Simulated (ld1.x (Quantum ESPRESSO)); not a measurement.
Results of a calculation; reference values are marked as such.
**Potentials for O compared**

Generated with ld1.x 7.5 (TM, RRKJ, ultrasoft, PAW), atompaw 4.2 or ONCVPSP 4.0.1. The cutoff is in Ry: for ld1.x and atompaw files where the sum of valence levels is converged to 10 mRy in a Bessel basis, for ONCV files where the hardest occupied wave has 1 mHa per electron of residual kinetic energy. The error is the largest all-electron minus pseudo excitation energy over each file’s own four to seven test configurations (ionisations up to +4, promotions, holes and added fractions of an electron), all of which were solved. The labels leave out finer settings (local radius, basis sizes, second energies), which also bear on the numbers. Spin-polarised tests are not counted. The rows are a selection from randomly drawn settings: files with unsolved tests, undetermined cutoffs or missed reference levels are left out.

| potential | cutoff (Ry) | largest error (meV) | bound ghosts |
| --- | --- | --- | --- |
| ultrasoft, BP86, scalar-relativistic, rc 0.90/1.80 (sp), local smoothed, core correction yes, reference 2s2 2p4 | 21 | +1383 | none |
| TM, BLYP, scalar-relativistic, rc 0.70/1.20 (sp), local p, core correction yes, reference 2s2 2p4 | 100 | +942 | none |
| TM, PBE, scalar-relativistic, rc 0.55/1.10/0.85 (spd), local d, core correction no, reference 2s2 2p4 | 260 | +1197 | none |
| TM, PBE, non-relativistic, rc 0.90/1.50/1.30 (spd), local smoothed, core correction yes, reference 2s2 2p4 | 80 | +2142 | none |
| TM, BLYP, scalar-relativistic, rc 0.70/1.65 (sp), local smoothed, core correction yes, reference 2s2 2p3.5 | 90 | +2820 | none |
| TM, LDA (PZ), scalar-relativistic, rc 0.85/1.60/1.45 (spd), local p, core correction yes, reference 2s1 2p5 | 70 | +3471 | none |
| RRKJ, PBE, scalar-relativistic, rc 0.85/1.30/1.40 (spd), local s, core correction no, reference 2s2 2p4 | 80 | +1821 | none |
| RRKJ, PBEsol, non-relativistic, rc 0.55/1.60 (sp), local s, core correction yes, reference 2s2 2p4 | 260 | +3618 | none |

(1) Fill in the row for O: TM semilocal, PBE, scalar-relativistic, rc 0.75/1.60 (sp), local s, core correction yes, reference 2s1.5 2p4.5.

Results:

(1) cutoff 80 Ry, largest error +1070 meV, bound ghosts: none.
